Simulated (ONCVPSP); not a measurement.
**Pseudopotential generation for sulfur: ONCV, PBE, scalar-relativistic.**

ONCVPSP 4.0.1 input, shortened (lines: element, Z, core and valence counts, functional; n l f; lmax; l rc ep ncon nbas qcut; lloc lpopt rc5 dvloc0; l nproj debl; icmod fcfact rcfact), PBE, scalar-relativistic:

```
  S 16.00    1    4        4      upf
    1    0    2.00
    2    0    2.00
    2    1    6.00
    3    0    2.00
    3    1    4.00
    1
    0    0.80    0.00    4    7   11.60
    1    0.75    0.00    3    7   19.00
    4    5    0.50    1.00
    0    3    3.60
    1    2    3.40
    3    2.50    1.80
```

All-electron outer shells of the reference configuration (PBE, scalar-relativistic, ld1.x):

```
shell  level (eV)  outermost node (bohr)  outermost maximum (bohr)
   1s    -2405.94                      –                      0.06
   2s     -211.71                   0.13                      0.39
   2p     -156.51                      –                      0.33
   3s      -17.26                   0.60                      1.40
   3p       -7.01                   0.58                      1.61
```

Results:

| Property | Result |
| --- | --- |
| Cutoffs needed | 139 Ha and 156 Ha (the cutoffs (Ha) at which the residual kinetic energy of the hardest occupied pseudo-wave falls to 1 and 0.1 mHa per electron) |
| Ghost test | no bound ghost flagged; no localised positive-energy state flagged |
| Largest excitation error | +536 meV (all-electron minus pseudo) for 2s2 2p5 3s2 3p4, out of 4 test configurations |
| rms error of d²Exc/dni dnj | 1.71 mHa without and 2.70 mHa with the model core |

Generation and tests took about 3.2 s on one core of a shared server CPU.
